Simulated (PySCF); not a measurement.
H4PSi, SMILES [SiH3][PH], multiplicity 2.

Geometry: ωB97X-D3(BJ)/def2-TZVP. The isomer is the one that the SMILES or the coordinates give; other isomers of the formula were not compared.

Method: TDA-M06-2X/def2-TZVPD (PySCF).

Vertical excitations. 

Computed lowest excited states:
| state | energy (eV) | λ (nm) | f | main pairs |
|---|---|---|---|---|
| root 1 | 1.97 | 630 | 0.001 | β HOMO→LUMO 97 % |
| root 2 | 3.93 | 315 | 0.002 | β HOMO−1→LUMO 81 %, β HOMO−3→LUMO 14 % |
| root 3 | 5.33 | 233 | 0.000 | α HOMO→LUMO 62 %, α HOMO→LUMO+4 25 % |
| root 4 | 5.70 | 218 | 0.021 | α HOMO→LUMO+1 91 % |
| root 5 | 5.87 | 211 | 0.013 | β HOMO−2→LUMO 91 % |
| root 6 | 5.91 | 210 | 0.002 | β HOMO−3→LUMO 80 %, β HOMO−1→LUMO 15 % |
| root 7 | 6.04 | 205 | 0.001 | α HOMO−1→LUMO 15 %, α HOMO−1→LUMO+4 7 %, β HOMO→LUMO+2 25 %, β HOMO→LUMO+1 15 %, β HOMO→LUMO+5 14 % |
| root 8 | 6.32 | 196 | 0.021 | α HOMO−1→LUMO+1 8 %, β HOMO→LUMO+1 64 %, β HOMO→LUMO+2 17 % |
| root 9 | 6.54 | 190 | 0.003 | α HOMO→LUMO+2 78 %, α HOMO→LUMO+4 13 % |
| root 10 | 6.60 | 188 | 0.001 | α HOMO→LUMO+3 71 %, α HOMO−1→LUMO 13 % |
Unrestricted roots are not spin-pure.
